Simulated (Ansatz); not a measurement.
The cluster Hg4S3, relaxed as a singlet with RKS r2SCAN-D4/def2-SVP in Ansatz, starting from the GFN1-xTB geometry. Force threshold 0.02 eV/Å.

In the def2 sets Hg takes a core potential; there is no spin–orbit coupling. Another isomer (singlet) lies 1.31 eV lower at PBE0-D4/def2-TZVP; other spin states weren't run for this one.

Start:

```xyz
7

Hg   -2.454   -0.439   -1.247
Hg    3.228    0.725   -0.495
Hg   -2.280    0.659    1.183
Hg    1.277   -0.040    1.321
S    -0.407   -1.563   -2.265
S    -0.374    1.222    2.674
S     1.009   -0.564   -1.171
```

Task: Estimate the energy that the relaxation releases and the steps that it takes.

Result: 77.4 kJ/mol, in 13 steps; 70 s on 4 threads of Arm Neoverse V2 on a shared host. The force fell under the threshold at step 12, but the optimiser went on. No frequencies were taken in this run, so the end may be a saddle point.

Task: Does the start keep its bonding?

Result: Bonds lost: Hg2–S7 (atoms count from 1). Metal–metal contacts that move far: Hg2–Hg4 2.77 to 3.31 Å.

Task: Predict the relaxed structure.

Result: 
```xyz
7

Hg   -2.397   -0.351   -1.139
Hg    3.693    1.069   -0.230
Hg   -2.278    0.876    1.280
Hg    0.734    0.013    0.802
S    -0.565   -1.859   -1.986
S    -0.285    0.952    2.769
S     1.099   -0.701   -1.496
```
Bond lengths (bridged metal pairs left out): 4 × Hg–S 2.41 to 2.52 Å; 1 × S–S 2.09 Å; 1 × Hg–Hg 2.71 Å.
